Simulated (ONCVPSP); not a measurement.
# Transferability test, ONCV potential for bismuth

```json
{
  "Element": "bismuth (Bi)",
  "Generator": "ONCVPSP 4.0.1",
  "Type": "optimised norm-conserving Vanderbilt (ONCV)",
  "Functional": "BLYP",
  "Relativity": "scalar-relativistic",
  "Frozen core": "[Kr] 4d10 4f14 5s2",
  "Valence charge": "21",
  "Reference configuration": "5p6 5d10 6s2 6p2.5 (charge +0.5)",
  "Partial waves": "6s: rc 1.70 bohr, ncon 3, nbas 7, qcut 3.3 1/bohr, 2 projectors, debl 3.6 Ha; 5p+6p: rc 1.30 bohr, ncon 5, nbas 8, qcut 9 1/bohr, 2 projectors; 5d: rc 1.30 bohr, ncon 4, nbas 7, qcut 8.2 1/bohr, 2 projectors, debl 0.9 Ha",
  "Local potential": "polynomial inside 1.20 bohr (lpopt 5, dvloc0 0 Ha)",
  "Core correction": "Teter function, fcfact 5.25, rcfact 1.1"
}
```

In the d channel the program set the typed energies aside and used -1.129, 0.250 Ha.

Energies are relative to the spin-unpolarised reference configuration 5p6 5d10 6s2 6p2.5; without spin polarisation the order of configurations can differ from experiment.

| valence configuration | charge | ΔE all-electron (eV) | error AE − PS (meV) |
| --- | --- | --- | --- |
| 5p6 5d10 6s2 6p2 | +1 | 4.776 | -2.1 |
| 5p5 5d10 6s2 6p3 | +1 | 99.930 | -184 |

(1) What are ΔE and the potential's error for 5p6 5d10 6s2 6p1?

(2) What are ΔE and the potential's error for 5p6 5d10 6s2 6p3?

Levels in the configuration 5p6 5d10 6s2 6p3:

```json
{"level": "5p", "all-electron (eV)": "-95.625", "pseudo (eV)": "-95.618"}
{"level": "5d", "all-electron (eV)": "-26.848", "pseudo (eV)": "-26.846"}
{"level": "6s", "all-electron (eV)": "-14.374", "pseudo (eV)": "-14.375"}
{"level": "6p", "all-electron (eV)": "-4.459", "pseudo (eV)": "-4.459"}
```

Note: ghosts flagged at negative energy: s at -139.7 eV; GHOST(+) flagged for s at 181.0 eV. A true bound ghost makes a file unfit for plane-wave use.

Results:

(1) ΔE = 19.999 eV all-electron; the error (AE − PS) is -9.0 meV.

(2) ΔE = -3.046 eV all-electron; the error (AE − PS) is +1.2 meV.
